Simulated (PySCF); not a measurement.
C2H8OSi, SMILES C[SiH2]OC.

Geometry optimised at PBE0-D3(BJ)/def2-SVP. One conformer was computed; it need not be the lowest.

These are PySCF with ωB97X/def2-TZVP values and carry that method's errors.

The molecule is in vacuum.

Computed frontier levels, gap, dipole moment and polarisability:
The highest occupied level is -10.40 eV, the lowest empty level is 2.67 eV and the orbital gap comes out as 13.07 eV. The dipole moment comes out as 0.29 D, the quadrupole, principal values (traceless, Buckingham form, about the centre of nuclear charge) is -3.45, -1.96, 5.42 D·Å and the mean static polarisability is 54.3 bohr³ (8.05 Å³). The polarisability, principal values comes out as 50.2, 50.9, 61.9 bohr³.
